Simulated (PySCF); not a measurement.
# How methods differ on the excitation energy of Fe

Fe [Ar] 3d6 4s2 (5D) → Fe [Ar] 3d7 4s1 (5F), as a difference of total energies. Computed with PySCF 2.14 in x2c-TZVPPall (6s5p4d2f1g, 64 functions), with the spin-free X2C one-electron Hamiltonian (Gaussian nucleus). Correlated levels: valence: [Ar] frozen; valence and next inner shell: [Ne] frozen. The calculations carry no spin-orbit coupling.

```csv
method,excitation energy (eV),error (eV)
UHF,2.105,+1.230
LDA,0.149,-0.726
PBE,0.066,-0.809
PBE0,0.517,-0.358
MN15,0.764,-0.111
TPSSh,0.092,-0.783
wB97X,0.986,+0.111
HSE06,0.504,-0.371
MP2 (valence),0.804,-0.071
SCS-MP2 (valence),0.876,+0.001
MP2 (valence and next inner shell),0.434,-0.441
SCS-MP2 (valence and next inner shell),0.634,-0.241
```

Reference: 0.875 eV (measured; NIST levels, between the centres of gravity of the two terms).

Errors of the correlated levels include the incompleteness of this basis and the frozen core.
